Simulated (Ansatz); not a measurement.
Consider the formal loss of a carbene: `N[CH2][ZnH]` → `[CH2]` (triplet) + `[NH2][ZnH]`.

Gas-phase electronic energies from Ansatz, PBE0-D4/def2-TZVP geometries. CCSD(T)/CBS adds triple-zeta CCSD(T) − MP2 to the extrapolated MP2 energy (def2 sets, frozen cores). This one scheme is used for every species. DFT in def2-TZVPP. HSE06 is defined as in plane-wave codes. Triplets are unrestricted, without spin–orbit coupling. For Zn outer-core shells are correlated without core-valence functions, which leaves a few kJ/mol of doubt a bond. Scalar relativity is left out up to krypton. Each species was taken in one conformer, which may not be the lowest.

| level | ΔE (eV) | difference from CCSD(T)/CBS |
| --- | --- | --- |
| r2SCAN0-D4 | 3.21 | -0.26 |
| HSE06-D4 | 3.53 | 0.06 |
| B2PLYP | 3.39 | -0.08 |
| PBE | 3.58 | 0.11 |
| r2SCAN | 3.24 | -0.23 |
| HSE06 | 3.49 | 0.02 |
| CCSD/def2-SVP | 3.38 | -0.09 |
| HF/def2-QZVPP | 1.96 | -1.51 |
| HF/CBS(def2) | 1.95 | -1.52 |
| CCSD/CBS(def2) | 3.36 | -0.11 |
| CCSD(T)/CBS | 3.47 | 0 |

Largest T1 diagnostic among the species: 0.016.

From BLYP to BHLYP (50 % exact exchange), in def2-TZVPP and without D4, ΔE moves by −0.11 eV. Leaving LDA and LC-ωPBE aside and taking each functional with its dispersion term where it has one, the values, not all of them listed here, spread over 0.42 eV, from r2SCAN0-D4 to PBE-D4. LDA lies +0.70 eV from PBE without D4.
